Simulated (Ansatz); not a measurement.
Geometry optimisation, RKS B3LYP-D4/def2-SVP (Ansatz 0.2.0).

Input file:

```yaml
crystal:
  periodic: [false, false, false]
  atoms:
    - { symbol: Ge, position_ang: [0.0, 0.0, 0.0] }
    - { symbol: Cl, position_ang: [0.0, 0.0, 2.22] }
    - { symbol: H, position_ang: [1.4616, 0.0, -0.5162] }
    - { symbol: H, position_ang: [-0.73, 1.2648, -0.5162] }
    - { symbol: H, position_ang: [-0.73, -1.2648, -0.5162] }
basis:
  gaussian: { orbitals: def2-SVP }
hamiltonian:
  xc: b3lyp
  dispersion: d4
relax:
  f_tol: 0.02
  max_steps: 40
```

Launched with:

```bash
$ ansatz run input.yaml --threads 1 --pin off --max-ram 2048MiB --backend cpu --events-out ev --progress --plain --runs-dir out
```

**Question.** Where does it end, and by what steps?

**Answer.** The forces met the threshold. After 4 steps the energy has fallen by 0.029 eV; Cl2 moved furthest, 0.06 Å.

```tsv
step	energy less start (eV)	largest force component (eV/Å)	accepted
0	0.0000	0.676	yes
1	-0.0178	0.207	yes
2	-0.0291	0.080	yes
3	-0.0294	0.028	yes
4	-0.0294	0.001	yes
```

```xyz
5
Properties=species:S:1:pos:R:3
Ge 0.000 0.000 -0.024
Cl 0.000 0.000 2.157
H 1.467 0.000 -0.487
H -0.733 1.270 -0.487
H -0.733 -1.270 -0.487
```

Whether the end is a true minimum wasn't checked by a vibrational analysis.

Run time: 9 s on 1 thread of Arm Neoverse V2 (shared host), peak memory 0.12 GiB.
